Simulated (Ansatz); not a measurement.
PPt₃⁻. Total charge -1; quintet. Geometry B3LYP-D4/def2-SVPD; atoms count from 1.

```tsv
atom	x (Å)	y (Å)	z (Å)
P1	-0.097	0.748	-0.319
Pt2	0.220	-1.284	0.670
Pt3	-2.020	0.386	0.694
Pt4	1.896	0.149	-1.045
```

In the def2 sets Pt takes a core potential; there is no spin–orbit coupling. At PBE0-D4/def2-TZVPD a triplet of charge -1 lies 1.53 eV below the quintet, each at its own geometry. The structure comes from a short search, and lower isomers may exist.

**Question.** Estimate the Mulliken populations from the PBE0/def2-TZVPD orbitals of Ansatz.

**Answer.** 
```csv
atom,charge (e),spin (α − β),d electrons
P1,-0.31,0.65,–
Pt2,0.01,0.80,8.96
Pt3,-0.35,1.27,8.89
Pt4,-0.35,1.27,8.89
```
Mulliken values and Mayer orders depend strongly on the basis. With diffuse functions, as here, like atoms can get unlike values, and bond orders can come out too low or too high.

**Question.** Where does the spin sit?

**Answer.** Summed by element: P 0.65, Pt 3.35, of 4 unpaired in all. Largest on single atoms: Pt3 1.27, Pt4 1.27, Pt2 0.80.

**Question.** And the Mayer bond orders between bonded heavy atoms (over 0.3)?

**Answer.** P1–Pt2 0.96 (2.28 Å); P1–Pt3 1.21 (2.20 Å); P1–Pt4 1.21 (2.20 Å); Pt2–Pt3 0.58 (2.79 Å); Pt2–Pt4 0.58 (2.79 Å).
